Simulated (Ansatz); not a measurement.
System: BNH$_{3}$, charge 1, singlet. BNH3+ (parent SMILES [BH]N, singlet).
B3LYP-D3(BJ)/def2-TZVP minimum from Ansatz (an electronic-structure program):
```xyz
5

B      0.7782    -0.0947    -0.0152
N     -0.5234     0.0637     0.0102
H      1.9379    -0.2359    -0.0377
H     -0.9781     0.9707     0.1288
H     -1.1866    -0.7071    -0.0866
```
Charge +1, spin multiplicity 1.

Total energies in aug-cc-pVTZ, 10 correlated electrons, 2 frozen orbitals. Open shells are spin-unrestricted; no spin-orbit coupling. Cores are frozen in correlated methods. No relativity. The spin of H3BN+ (parent SMILES [BH]N, singlet) was assumed, and the state is the lowest solution found for it.

```json
[
 {"method": "HF", "program": "Ansatz", "energy (Eh)": "-80.64831", "minus CCSDT(Q) (mEh)": "316.25"},
 {"method": "MP2", "program": "Ansatz", "energy (Eh)": "-80.93471", "minus CCSDT(Q) (mEh)": "29.86"},
 {"method": "CCSD", "program": "Ansatz", "energy (Eh)": "-80.95253", "minus CCSDT(Q) (mEh)": "12.03"},
 {"method": "CCSD(T)", "program": "Ansatz", "energy (Eh)": "-80.96367", "minus CCSDT(Q) (mEh)": "0.89"},
 {"method": "CCSDT(Q)", "program": "Ansatz", "energy (Eh)": "-80.96456", "minus CCSDT(Q) (mEh)": "0.00"}
]
```

Rough core times of Ansatz's runs on a shared machine: CCSD(T) under 20 s, CCSDT(Q) 8 min.
